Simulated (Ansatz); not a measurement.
Ideal-gas functions of C$_{2}$H$_{4}$BNO (`NB1CC1=O`) at 800 K and 1 bar, from an Ansatz frequency run at PBE0-D4/def2-TZVP.

Molar mass 68.87 g/mol, point group C1 (symmetry number 1), electronic degeneracy 1, moments of inertia 39.92, 142.4, 178.904 u Å². Harmonic wavenumbers (cm⁻¹, unscaled): 82, 95, 246, 380, 498, 604, 688, 719, 719, 909, 922, 950, 1114, 1322, 1520, 1646, 1905, 3065, 3149, 3595, 3693.

Use S(trans) = R[1.5 ln M + 2.5 ln T − 1.1517]; rotational temperatures θ = 24.2544 K / I; S(rot) = R[ln(√π/σ · √(T³/θAθBθC)) + 1.5]; for each mode x = 1.438777 ν̃/T, S = R[x/(eˣ − 1) − ln(1 − e⁻ˣ)] and H = RT x/(eˣ − 1); 1 cm⁻¹ = 0.0119627 kJ/mol; R = 8.31446 J/(mol·K).

**Question.** By hand: the entropy, in J/(mol·K).

**Answer.** Translation 182.2. Rotation: θ = 0.6076, 0.1703, 0.1356 K, giving 118.3. Vibration, mode by mode: 24.24, 23.02, 15.16, 11.64, 9.50, 8.02, 7.05, 6.73, 6.73, 5.10, 5.00, 4.80, 3.80, 2.83, 2.14, 1.79, 1.23, 0.22, 0.19, 0.10, 0.08, in all 139.4. Electronic 0.0. Sum 439.9 J/(mol·K).

**Question.** By hand: H − E and G − E in kJ/mol, counted from the electronic energy.

**Answer.** Zero-point energy ½ × 27821 × 0.0119627 = 166.4; thermal vibration 54.8; translation, rotation and pV give 4 RT = 26.6. H − E = 247.8 kJ/mol, and G − E = 247.8 − 800 × 439.9/1000 = -104.1 kJ/mol.

Vibration gives 32 % of the entropy, 47.3 J/(mol·K) of it from the modes under 150 cm⁻¹: soft modes count most, and the harmonic formula is weakest for them. The sum counts one conformer and one mirror image; others add a mixing term.
